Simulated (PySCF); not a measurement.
Species: C₇H₈.
SMILES with atom numbers: `[CH3:1][C@:2]12[CH:3]=[CH:4][C@H:5]1[CH:6]=[CH:7]2` (hydrogens: H8, H9, H10 on C1; H11 on C3; H12 on C4; H13 on C5; H14 on C6; H15 on C7)

Cartesian coordinates in Å at the GFN2-xTB level; atoms count from 1:
```
atom  x, y, z in Å
C1     1.5804   -0.4073   -0.8485
C2     0.4090   -0.0272    0.0200
C3    -0.0448   -0.9659    1.1229
C4    -1.3106   -0.9901    0.7200
C5    -1.0839   -0.0502   -0.4432
C6    -1.1069    1.4116   -0.0561
C7     0.1587    1.4335    0.3474
H8     1.6289    0.2408   -1.7213
H9     2.5097   -0.3084   -0.2896
H10    1.4835   -1.4387   -1.1820
H11    0.5005   -1.3983    1.9410
H12   -2.2129   -1.4449    1.0843
H13   -1.4089   -0.3431   -1.4344
H14   -1.9102    2.1244   -0.0691
H15    0.8031    2.1716    0.7869
```

Computed with TDDFT CAM-B3LYP/def2-SVPD, vertical, gas phase, core orbitals frozen in the response (PySCF).

Ground-to-excited transition dipoles (e·a0, same axes as the geometry; the sign carries no meaning), for the states with f of 0.002 or more among the lowest 8:

```tsv
state	E (eV)	μx	μy	μz
S2	5.875	0.381	-0.006	0.079
S3	6.841	0.019	0.222	-0.072
S4	6.997	-0.160	0.038	0.074
S5	7.063	-0.029	-0.342	0.111
S7	7.379	0.009	-0.172	-0.531
S8	7.470	0.009	0.115	-0.037
```

(1) Work out the oscillator strengths.

(2) The point group is Cs. Which irreducible representation does each state belong to?

(3) What angle do the transition dipoles of S2 and S5 make?

(4) How is the summed strength of these states shared among x, y and z?

(5) What peak molar absorption coefficient would the strongest computed level give as a lone Gaussian band 0.5 eV wide at half height?

Results:

(1) f = (2/3) ΔE |μ|² with ΔE in hartree (27.2114 eV).

| state | \|μ\|² (au) | \|μ\| (D) | f |
| --- | --- | --- | --- |
| S2 | 0.151 | 0.99 | 0.022 |
| S3 | 0.055 | 0.59 | 0.009 |
| S4 | 0.032 | 0.46 | 0.006 |
| S5 | 0.130 | 0.92 | 0.022 |
| S7 | 0.312 | 1.42 | 0.056 |
| S8 | 0.015 | 0.31 | 0.003 |

(2) From a totally symmetric ground state, an allowed state transforms like the component of the dipole operator along its μ. Polarised normal to the mirror plane, so A″: S3, S5 and S8. Polarised in the mirror plane, so A′: S2, S4 and S7.

(3) |cos θ| = |μa·μb| / (|μa| |μb|) = 0.00, so θ ≈ 90° (taken between 0 and 90°, since the signs are arbitrary).

(4) (2/3) Σ ΔE μα² gives 0.025 for x, 0.037 for y and 0.056 for z, 0.118 in all.

(5) ε(max) = 2.175×10⁸ f / FWHM, with the width in cm⁻¹. S7: 2.175×10⁸ × 0.0563 / 4033 ≈ 3000 L mol⁻¹ cm⁻¹.
